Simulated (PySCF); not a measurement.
Level of theory: PySCF with PBE-D3(BJ)/def2-TZVP // B3LYP-D3(BJ)/def2-SVP. Isolated molecules, 0 K electronic values unless said otherwise. One relaxed conformer stands for a flexible species; it need not be the lowest. Excitations are Tamm–Dancoff values on a coarser integration grid. The basis has no diffuse functions, so Rydberg states are missing or too high.

Reference species (SMILES): `Bc1cc2c(c(F)c1)nccc2` (neutral, multiplicity 1).

```json
{
 "LUMO": "-3.36 eV",
 "T1 excitation (TDA)": "2.47 eV",
 "HOMO–LUMO gap": "2.75 eV"
}
```

Changed species: `c1nc2c(c(ccc2F)B)cc1`.

Question: Predict the effect on the LUMO, T1 excitation (TDA) and HOMO–LUMO gap.

Answer: the LUMO rises by 0.10 eV, to -3.26 eV; the T1 excitation (TDA) increases by 0.17 eV, to 2.64 eV; the HOMO–LUMO gap increases by 0.16 eV, to 2.91 eV.
